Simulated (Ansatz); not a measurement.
Si$_{4}$H$_{11}$ClO$_{4}$, singlet: at the end structure of a reaction step.

in.yaml

```yaml
crystal:
  periodic: [false, false, false]
  atoms:
    - {symbol: Si, position_ang: [0.735786, -1.330594, 0.662918]}
    - {symbol: O, position_ang: [0.918170, 1.738965, -0.454060]}
    - {symbol: Si, position_ang: [-0.306132, 2.010099, -1.520223]}
    - {symbol: O, position_ang: [0.646564, -0.422395, 1.975755]}
    - {symbol: Si, position_ang: [0.220058, 1.022459, 2.646850]}
    - {symbol: O, position_ang: [-0.611108, -1.223830, -0.201002]}
    - {symbol: Si, position_ang: [-1.584739, -1.882628, -1.352082]}
    - {symbol: Cl, position_ang: [1.073117, -3.254245, 1.251585]}
    - {symbol: H, position_ang: [1.495764, 0.983003, -0.620615]}
    - {symbol: O, position_ang: [1.965045, -0.870351, -0.322146]}
    - {symbol: H, position_ang: [-0.359223, 0.933008, -2.547889]}
    - {symbol: H, position_ang: [-0.105859, 3.314593, -2.203193]}
    - {symbol: H, position_ang: [-1.597436, 2.050207, -0.788350]}
    - {symbol: H, position_ang: [-0.969528, 1.581218, 1.963298]}
    - {symbol: H, position_ang: [1.363134, 1.960901, 2.579013]}
    - {symbol: H, position_ang: [-0.108999, 0.745154, 4.067133]}
    - {symbol: H, position_ang: [-2.686376, -0.926109, -1.603850]}
    - {symbol: H, position_ang: [-0.811576, -2.113020, -2.596732]}
    - {symbol: H, position_ang: [-2.128358, -3.169954, -0.854433]}
    - {symbol: H, position_ang: [2.851495, -1.146381, -0.081976]}
basis:
  gaussian: {orbitals: 6-31G}
hamiltonian: {xc: {name: B3LYP}, dispersion: d4}
```

Launched with

```bash
ansatz run in.yaml --threads 4 --pin off --events-out ev --progress --plain --max-ram 66560MiB --backend cpu
```

Output of Ansatz 0.2.0:

```
Functional definition: B3LYP
  name "B3LYP"
  cite "Stephens, Devlin, Chabalowski & Frisch, J. Phys. Chem. 98, 11623 (1994) doi:10.1021/j100096a001"
  cite "Becke, Phys. Rev. A 38, 3098 (1988) doi:10.1103/PhysRevA.38.3098"
  cite "Lee, Yang & Parr, Phys. Rev. B 37, 785 (1988) doi:10.1103/PhysRevB.37.785"
  cite "Vosko, Wilk & Nusair, Can. J. Phys. 58, 1200 (1980) doi:10.1139/p80-159"
  parameter a0 = 0.2
  parameter ax = 0.72
  parameter ac = 0.81
  exchange = (1 - a0 - ax)*slater_x + ax*b88_x + a0*exact_x
  correlation = (1 - ac)*vwn_rpa_c + ac*lyp_c
1352 factors; integrals over basis functions are off by at most 2.5e-4 eV
mean field evaluation 1: about -52382.6236 eV, gradient 9.8e1 eV
mean field evaluation 2: about -52349.5833 eV, gradient 1.6e2 eV
mean field evaluation 4: about -52398.9179 eV, gradient 7.9e0 eV
mean field evaluation 8: about -52399.3008 eV, gradient 7.3e-1 eV
mean field evaluation 16: about -52399.3024 eV, gradient 1.2e-4 eV
mean field -52399.30244656 eV, -1925.6388473882 hartree, gradient 1.1e-5 eV, S^2 0.000000; 0 other end points of the search recorded, 0 dependent functions left out
reference -52399.30282980 eV, -1925.6388614721 hartree; 58, 58 occupied and 65, 65 virtual orbitals, 1352 factors
Total energy: -52400.39911265 eV, -1925.6791491238 hartree
```

Hardware: 4 CPU threads of an AMD EPYC 7R13, shared host. Wall time 2.8 s; peak host memory 1.3 GiB.
